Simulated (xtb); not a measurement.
C2H5O (SMILES C[CH-]O), charge -1, singlet, geometry from GFN2-xTB; GFN2-xTB (xtb).

Input for xtb:
```
$ xtb mol.xyz --gfn 2 --chrg -1 --hess --json

# file mol.xyz
8

C      1.11701280    -0.45538201     0.16584940
C      0.08054857     0.68537464     0.06351505
O     -1.26679294     0.00053142    -0.21741353
H     -1.54067912    -0.29799928     0.65522787
H      0.27418481     1.16455386    -0.94448532
H      2.12245125    -0.01877928     0.23543440
H      0.95379974    -1.03911597     1.08571755
H      1.13921864    -1.19286638    -0.66877288
```

**Question.** What does xtb print? Leave out banner, timings and long lists.

**Answer.** 
```
   ID    Z sym.   atoms
    1    6 C      1, 2
    2    8 O      3
    3    1 H      4-8

           -------------------------------------------------
          |                Calculation Setup                |
           -------------------------------------------------

           -------------------------------------------------
          |                 G F N 2 - x T B                 |
           -------------------------------------------------

          ...................................................
          :                      SETUP                      :
          :.................................................:
          :  # basis functions                  17          :
          :  # atomic orbitals                  17          :
          :  # shells                           11          :
          :  # electrons                        20          :
          :  max. iterations                   250          :
          :  Hamiltonian                  GFN2-xTB          :
          :  restarted?                      false          :
          :  GBSA solvation                  false          :
          :  PC potential                    false          :
          :  electronic temp.          300.0000000     K    :
          :  accuracy                    1.0000000          :
          :  -> integral cutoff          0.2500000E+02      :
          :  -> integral neglect         0.1000000E-07      :
          :  -> SCF convergence          0.1000000E-05 Eh   :
          :  -> wf. convergence          0.1000000E-03 e    :
          :  Broyden damping             0.4000000          :
          :  net charge                         -1          :
          :  unpaired electrons                  0          :
          ...................................................

 iter      E             dE          RMSdq      gap      omega  full diag
   1    -11.0187053 -0.110187E+02  0.496E+00    7.82       0.0  T
   2    -11.0579160 -0.392107E-01  0.281E+00    7.78       1.0  T
   3    -11.0590948 -0.117882E-02  0.123E+00    7.85       1.0  T
   4    -11.0594871 -0.392253E-03  0.212E-01    7.83       1.0  T
   5    -11.0595010 -0.139918E-04  0.902E-02    7.83       1.0  T
   6    -11.0595031 -0.204743E-05  0.172E-02    7.84       2.1  T
   7    -11.0595033 -0.167405E-06  0.416E-03    7.84       8.5  T
   8    -11.0595033 -0.683726E-07  0.140E-03    7.84      25.2  T
   9    -11.0595033 -0.287895E-08  0.259E-04    7.84     136.6  T
  10    -11.0595033 -0.161668E-09  0.163E-04    7.84     216.4  T

   *** convergence criteria satisfied after 10 iterations ***

         :::::::::::::::::::::::::::::::::::::::::::::::::::::
         ::                     SUMMARY                     ::
         :::::::::::::::::::::::::::::::::::::::::::::::::::::
         :: total energy             -10.970994063630 Eh    ::
         :: gradient norm              0.000079806554 Eh/a0 ::
         :: HOMO-LUMO gap              7.841858515577 eV    ::
         ::.................................................::
         :: SCC energy               -11.059502970888 Eh    ::
         :: -> isotropic ES            0.175605866648 Eh    ::
         :: -> anisotropic ES          0.000243106626 Eh    ::
         :: -> anisotropic XC          0.001627508956 Eh    ::
         :: -> dispersion             -0.003542550682 Eh    ::
         :: repulsion energy           0.088508907258 Eh    ::
         :: add. restraining           0.000000000000 Eh    ::
         :: total charge              -1.000000000000 e     ::
         :::::::::::::::::::::::::::::::::::::::::::::::::::::

           -------------------------------------------------
          |                Numerical Hessian                |
           -------------------------------------------------
step length          :   0.00500
SCC accuracy         :   0.30000
Hessian scale factor :   1.00000
frozen atoms in %    :   0.00000    0
RMS gradient         :   0.00008
[...]
It seems to be the C1 point group
   9:  2.87  10: 55.83  11: 31.72  12: 42.54  13: 18.19  14:  5.10  15: 15.16  16: 84.68
  17: 50.89  18: 13.32  19: 16.62  20:546.39  21:398.17  22:224.09  23:184.77  24: 32.06
 Raman intensities (Ä⁴*amu⁻¹)
   1:  0.00   2:  0.00   3:  0.00   4:  0.00   5:  0.00   6:  0.00   7:  0.00   8:  0.00
   9:  0.00  10:  0.00  11:  0.00  12:  0.00  13:  0.00  14:  0.00  15:  0.00  16:  0.00
  17:  0.00  18:  0.00  19:  0.00  20:  0.00  21:  0.00  22:  0.00  23:  0.00  24:  0.00
 output can be read by thermo (or use thermo option).
 writing <g98.out> molden fake output.
 recommended (thermochemical) frequency scaling factor: 1.0
           -------------------------------------------------
          |             Thermodynamic Functions             |
           -------------------------------------------------

c1  symmetry found (for desy threshold:  0.10E+00) used in thermo

          ...................................................
          :                      SETUP                      :
          :.................................................:
          :  # frequencies                          18      :
          :  # imaginary freq.                       0      :
          :  linear?                             false      :
          :  only rotor calc.                    false      :
          :  symmetry                               c1      :
          :  rotational number                       1      :
          :  scaling factor                  1.0000000      :
          :  rotor cutoff                   50.0000000 cm⁻¹ :
          :  imag. cutoff                  -20.0000000 cm⁻¹ :
          :.................................................:

    mode    ω/cm⁻¹     T·S(HO)/kcal·mol⁻¹    T·S(FR)/kcal·mol⁻¹   T·S(vib)
   ------------------------------------------------------------------------
       1    213.57    -0.60015 ( 99.70%)    -0.62589 (  0.30%)    -0.60023
       2    235.63    -0.54730 ( 99.80%)    -0.59683 (  0.20%)    -0.54740
   ------------------------------------------------------------------------

   temp. (K)  partition function   enthalpy   heat capacity  entropy
                                   cal/mol     cal/K/mol   cal/K/mol   J/K/mol
 298.15  VIB   2.90                 1047.194      8.058      5.630
         ROT  0.169E+05              888.752      2.981     22.325
         INT  0.490E+05             1935.946     11.039     27.954
         TR   0.293E+27             1481.254      4.968     37.325
         TOT                        3417.2001    16.0067    65.2794   273.1289

       T/K    H(0)-H(T)+PV         H(T)/Eh          T*S/Eh         G(T)/Eh
   ------------------------------------------------------------------------
    298.15    0.544565E-02    0.667324E-01    0.310163E-01    0.357160E-01
   ------------------------------------------------------------------------

         :::::::::::::::::::::::::::::::::::::::::::::::::::::
         ::                  THERMODYNAMIC                  ::
         :::::::::::::::::::::::::::::::::::::::::::::::::::::
         :: total free energy         -10.935278031720 Eh   ::
         ::.................................................::
         :: total energy              -10.970994063758 Eh   ::
         :: zero point energy           0.061286714416 Eh   ::
         :: G(RRHO) w/o ZPVE           -0.025570682378 Eh   ::
         :: G(RRHO) contrib.            0.035716032038 Eh   ::
         :::::::::::::::::::::::::::::::::::::::::::::::::::::

           -------------------------------------------------
          | TOTAL ENERGY              -10.970994063758 Eh   |
          | TOTAL ENTHALPY            -10.904261694347 Eh   |
          | TOTAL FREE ENERGY         -10.935278031720 Eh   |
          | GRADIENT NORM               0.000080017518 Eh/α |
          | HOMO-LUMO GAP               7.841830601320 eV   |
           -------------------------------------------------

normal termination of xtb
```
